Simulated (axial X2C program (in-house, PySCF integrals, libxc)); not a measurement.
**NbCl along the bond: PBEsol, 2c**

All values were computed with an axial X2C code built on PySCF integrals. Two-component (2c) means X2C with spin–orbit coupling and atomic mean-field two-electron Coulomb and Gaunt terms. Basis: Nb dyall-cv3z [11s12p9d5f3g], Cl dyall-av3z [9s8p3d2f] (cores contracted in-house); Gaussian nuclei, density fitting, unrestricted open shells. Masses: Nb 92.906 u, Cl 34.969 u.

State: Ω = 1 (⟨Sz⟩ = 2.00, ⟨Lz⟩ = -1.00 at PBEsol). Dipoles are positive if Cl is the positive end.

| R (Å) | μ (D) | HOMO (eV) | LUMO (eV) |
| --- | --- | --- | --- |
| 1.999 | -1.752 | -3.48 | -3.42 |
| 2.091 | -2.176 | -3.67 | -3.60 |
| 2.160 | -2.508 | -3.81 | -3.74 |
| 2.229 | -2.849 | -3.95 | -3.88 |
| 2.298 | -3.197 | -4.08 | -4.01 |
| 2.378 | -3.605 | -4.22 | -4.15 |
| 2.459 | -4.015 | -4.36 | -4.29 |
| 2.562 | -4.538 | -4.52 | -4.45 |
| 2.689 | -5.161 | -4.65 | -4.62 |

(1) The minimum lies at 2.262 Å. What is the dipole moment there, and its slope?

The state is one determinant whose occupation by symmetry is held fixed; it was picked as the lowest of a PBE0 search that is not exhaustive. Density functionals use the spin component along the axis (collinear). PBE0 can misorder states that lie within some tenths of an eV, so this need not be the ground state of the molecule. The nearest other 2c determinant of the search, Ω = 3, lies 0.07 eV up at the distance of the search. Without a current term, density functionals place determinants with orbital angular momentum somewhat too high. With several unpaired electrons one determinant need not be a pure state. Open-shell Ω = 0 determinants with evenly filled partner blocks cannot be reached by this program, so the Ω shown need not be the lowest component.

Answers

(1) At PBEsol, 2c, with the sign and origin stated: μ = -3.02 D, dμ/dR = -5.04 D/Å.
